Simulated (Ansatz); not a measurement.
System: sum formula NbOF (charge 0, triplet). The spin state was set by rule; other spins were not relaxed. SMILES: [O]=[Nb][F]
Structure (B3LYP-D3(BJ)/def2-TZVP (Ansatz, a program for electronic structure) minimum search):
```xyz
3

Nb     0.0331     0.2284    -0.1575
O      1.3250    -0.8475    -0.3924
F     -1.3284    -0.2873     1.0663
```
Charge 0, spin multiplicity 3.

Give the harmonic wavenumbers at B3LYP-D3(BJ)/def2-TZVP (Ansatz, finite differences of forces, unscaled).

203, 641, 1013 cm⁻¹. Zero-point energy 2.7 kcal/mol.

From these and the geometry, give the ideal-gas thermochemistry at 298.15 K and 1 atm (rigid rotor, harmonic oscillator).

Point group Cs, rotational symmetry number 1. Rotational constants 23.6, 5.979, 4.77 GHz. S(trans) 40.45, S(rot) 23.68, S(vib) 2.58, S(elec, spin only) 2.18, S 68.9 cal/(mol K). H(298) - H(0) 2.83 kcal/mol; G - E(el) -15.1 kcal/mol.
